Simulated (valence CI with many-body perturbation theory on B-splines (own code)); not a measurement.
# Assign the levels of Te III

Calculated by configuration interaction combined with many-body perturbation theory (CI+MBPT): four valence electrons over a frozen Dirac-Fock core [Kr] 4d10, a basis of 11 s, 11 p, 9 d, 7 f, 5 g, 2 h, 1 i functions for each j, with the one-electron correlation potential Σ1 (screened to all orders), the two-electron term Σ2, the three-electron term Σ3, Breit, model QED; selected single and double excitations, second order for the rest, scaled by the run's own slope (own B-spline code, finite nucleus).

Set against measurement, 45 paired levels are off by 178 cm⁻¹ on average, the worst by 974. These come from a selection out of Zhang, Palmeri, Quinet and Biemont, Astron. Astrophys. 551, A136 (2013). Levels without a partner in it may be off by more. Among the levels kept, up to 270 cm⁻¹ of a level comes from second order outside the variational space, and about a tenth of that is noise between levels of different J, which matters for small intervals. 7 measured levels below the end of the list, from 114216 cm⁻¹ on, found no clear computed partner, and computed levels of the same name lie up to 1987 cm⁻¹ from them.

| No. | J | Parity | E (cm⁻¹) | g |
| --- | --- | --- | --- | --- |
| 2 | 1 | even | 4766 | 1.501 |
| 3 | 2 | even | 8161 | 1.388 |
| 4 | 2 | even | 17320 | 1.113 |
| 6 | 2 | odd | 64302 | 1.986 |
| 7 | 1 | odd | 82643 | 0.576 |
| 8 | 2 | odd | 82955 | 1.207 |
| 9 | 3 | odd | 84962 | 1.333 |
| 12 | 1 | odd | 96346 | 1.439 |
| 14 | 2 | odd | 104667 | 0.748 |
| 15 | 3 | odd | 106284 | 1.090 |
| 18 | 4 | odd | 111311 | 1.250 |

Energies count from the lowest level. Strongly mixed levels and levels close to another of their J and parity, and those with J = 0 are left out, so the numbers can have gaps.

(1) Give configuration and LS term of each level.

Results:

(1) 2: 5s²5p² ³P; 3: 5s²5p² ³P; 4: 5s²5p² ¹D; 6: 5s5p³ ⁵S°; 7: 5s5p³ ³D°; 8: 5s5p³ ³D°; 9: 5s5p³ ³D°; 12: 5s5p³ ³P°; 14: 5s²5p5d ³F°; 15: 5s²5p5d ³F°; 18: 5s²5p5d ³F°.
